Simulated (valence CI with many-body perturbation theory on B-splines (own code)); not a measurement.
## E1 line list for Te2+

Level of theory: valence CI with perturbative core correlation (CI+MBPT): four valence electrons over a frozen Dirac-Fock core [Kr] 4d10, a basis of 11 s, 11 p, 10 d, 8 f, 5 g, 2 h functions for each j, with the one-electron correlation potential Σ1 (screened to all orders), the two-electron term Σ2, the three-electron term Σ3, Breit, model QED; selected single and double excitations, second order for the rest, scaled by the run's own slope (own B-spline code, finite nucleus).

Against 42 measured levels this calculation errs by 134 cm⁻¹ on average and by 416 at most. These come from a selection out of Zhang, Palmeri, Quinet and Biemont, Astron. Astrophys. 551, A136 (2013). Levels without a partner in it may be off by more. Among the levels kept, up to 1000 cm⁻¹ of a level comes from second order outside the variational space, and about a tenth of that is noise between levels of different J, which matters for small intervals. 26 measured levels below the end of the list, from 95031 cm⁻¹ on, found no clear computed partner, and computed levels of the same name lie up to 2005 cm⁻¹ from them.

Lines 1 to 50 of 565 in falling wavelength, among levels below 200796 cm⁻¹, chosen from the strongest by gf and those to the six lowest levels. Wavelengths and rates use the calculated energies, so an error of 100 cm⁻¹ moves a line at 42920 Å by 4.3 % and its rate by three times that or more. Electric multipoles are in the length gauge, E1 and E2 with the static RPA response of the core. Weak lines are less certain than strong ones. Lines between different terms over intervals too small for the method are left out, as are lines whose strength nearly cancels. Where a level lies close to another of its J and parity, the split of strength between their lines is uncertain. The highest levels of a list are the least certain.

Names give the largest LS component (configuration and term), which can be under half, so a name can repeat, a term be missing and a line seem to break the LS rules; names also repeat where a configuration has a term twice. Letters in brackets count levels of one name in rising energy.

```csv
λ vac (Å),Upper,Lower,A (s⁻¹),log gf,Branch %
42920,5s²5p5g ³G°_3 [a],5s²5p5f ³F_2,3.84e+05,-0.13,0.1
40820,5s²5p9p ³D_1,5s²5p8d ³F°_2,2.83e+06,0.33,0.2
40730,5s²5p5g ³F°_3,5s²5p5f ¹D_2,2.76e+05,-0.32,0.1
39310,5s²5p9p ³D_2,5s²5p8d ³F°_3,3.86e+06,0.65,0.8
38760,5s²5p9p ³D_1,5s²5p9s ³P°_1,1.84e+06,0.09,0.1
37550,5s²5p9p ³D_1,5s²5p9s ³P°_0,9.75e+05,-0.21,0.1
37020,5s²5p9p ³D_2,5s²5p8d ³P°_2,3.28e+05,-0.47,0.1
36960,5s²5p9p ³P_1,5s²5p8d ³P°_2,4.96e+06,0.48,2.2
35770,5s²5p6g ³G°_3,5s²5p6f ³F_2,2.94e+06,0.60,1.8
35050,5s5p²5d ³G_4,5s²5p8d ³F°_3,8.02e+05,0.12,0.0
34460,5s²5p9p ³P_0,5s²5p8d ³D°_1,5.78e+06,0.01,1.9
33640,5s²5p9p ³D_2,5s²5p8d ³F°_2,5.13e+05,-0.36,0.1
32230,5s²5p9p ³D_2,5s²5p9s ³P°_1,4.96e+06,0.59,1.1
32190,5s²5p9p ³P_1,5s²5p9s ³P°_1,2.60e+06,0.08,1.2
31350,5s²5p9p ³P_1,5s²5p9s ³P°_0,3.29e+06,0.16,1.5
31030,5s²5p5g ³G°_5,5s²5p5f ¹G_4,4.06e+05,-0.19,0.1
30690,5s5p²6s ³D_1,5s²5p8d ³F°_2,1.52e+06,-0.19,0.0
30260,5s5p²5d ³G_3,5s²5p8d ³F°_2,3.38e+06,0.51,0.2
29820,5s²5p8p ³D_2 [b],5s²5p7d ¹F°_3,1.33e+06,-0.05,0.1
29370,5s²5p6g ³H°_5,5s²5p6f ³G_4,5.93e+06,0.93,3.6
29230,5s²5p6g ³F°_4,5s²5p6f ³D_3,6.05e+06,0.84,3.7
28800,5s5p²6s ³D_1,5s²5p9s ³P°_0,1.14e+06,-0.37,0.0
28280,5s²5p9p ³P_0,5s²5p9s ³P°_1,4.21e+06,-0.30,1.4
28030,5s²5p5g ³F°_2,5s²5p5f ³D_1,1.11e+06,-0.18,0.3
27980,5s²5p5g ³G°_3 [b],5s²5p5f ³D_2,1.54e+06,0.10,0.5
27520,5s²5p7d ³D°_1,5s²5p5f ³F_2,1.60e+06,-0.26,0.2
27390,5s²5p8d ³D°_1,5s²5p6f ³F_2,5.53e+06,0.27,1.4
27180,5s5p²5d ³G_4,5s²5p6g ³H°_5,7.76e+05,-0.11,0.0
27020,5s5p²5d ³G_3,5s²5p6g ³H°_4,1.94e+06,0.17,0.1
26630,5s²5p8p ³D_2 [b],5s²5p7d ³P°_1,6.52e+05,-0.46,0.0
26140,5s²5p5g ¹H°_5,5s²5p5f ¹G_4,1.95e+06,0.34,0.6
26070,5s²5p8p ³D_2 [a],5s²5p7d ³F°_3,4.14e+06,0.32,0.4
26060,5s²5p5g ³H°_5,5s²5p5f ³G_4,2.66e+06,0.47,0.8
25860,5s²5p5g ³F°_4 [b],5s²5p5f ³D_3 [b],2.43e+06,0.34,0.7
25610,5s²5p5g ³F°_4 [a],5s²5p5f ³D_3 [a],1.65e+06,0.16,0.5
25390,5s²5p7d ¹P°_1,5s²5p5f ¹D_2,1.54e+06,-0.35,0.2
25340,5s²5p6g ³H°_4,5s²5p6f ³G_3,9.46e+06,0.91,5.7
24600,5s²5p8d ³P°_2,5s²5p6f ³D_3,7.06e+06,0.51,2.8
24060,5s²5p8p ³D_2 [b],5s²5p7d ³D°_3,1.73e+06,-0.12,0.1
23740,5s²5p5g ³F°_2,5s²5p5f ³D_2,9.47e+05,-0.40,0.3
23690,5s²5p8p ³P_2,5s²5p7d ¹F°_3,4.18e+06,0.25,1.8
23660,5s²5p8p ³D_3,5s²5p7d ³P°_2 [b],7.41e+05,-0.36,0.1
23630,5s²5p8d ³F°_3,5s²5p6f ³G_4,7.21e+06,0.63,2.2
23490,5s²5p8p ¹P_1,5s²5p5g ³F°_2,1.51e+06,-0.43,1.0
23340,5s²5p8p ³D_1,5s²5p7d ³F°_2,8.52e+06,0.32,8.2
23040,5s²5p8p ¹S_0,5s²5p7d ¹P°_1,1.25e+07,0.00,8.6
23030,5s²5p8d ³F°_2,5s²5p6f ³G_3,8.18e+06,0.51,5.1
22970,5s²5p6f ¹F_3,5s²5p8d ³F°_3,6.40e+05,-0.45,0.1
22880,5s²5p8p ³D_2 [b],5s²5p5g ³F°_3,9.34e+05,-0.44,0.1
22830,5s²5p8p ³S_1,5s²5p7d ³P°_0,1.75e+06,-0.39,0.4
```

Q: How does gf follow from A for the line at 28800 Å?

A: gf = 1.4992 × (2J+1)_upper × A / σ², with σ = 3472 cm⁻¹ and 2J+1 = 3: gf = 0.426.
